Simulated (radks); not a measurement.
Task: Fe II, configuration [Ar] 3d6 4s1. Calculated with a radial shooting solver on a logarithmic mesh with Libxc functionals: Dirac Kohn-Sham, Slater X-alpha with alpha = 0.723, spin-unpolarised, spherical densities, finite nucleus; open shells are shared between the two j in proportion to 2j + 1; Fermi nuclear charge, rms radius 3.7377 fm. Some entries of the table are withheld. Estimate them.

orbital,occ.,eigenvalue (eV),r(max) (bohr)
1s1/2,2,-7005.420,(1)
2s1/2,2,-828.8238,0.2226
2p1/2,2,-717.5953,0.1778
2p3/2,4,-705.0668,0.1803
3s1/2,2,-101.9879,(2)
3p1/2,2,-69.3953,0.7063
3p3/2,4,-67.8332,0.7137
3d3/2,2.4,-15.9116,0.7034
3d5/2,3.6,-15.7533,0.7060
4s1/2,1,-11.9699,2.273

Result: 
(1) 1s1/2 r(max) (bohr): 0.03831
(2) 3s1/2 r(max) (bohr): 0.7001
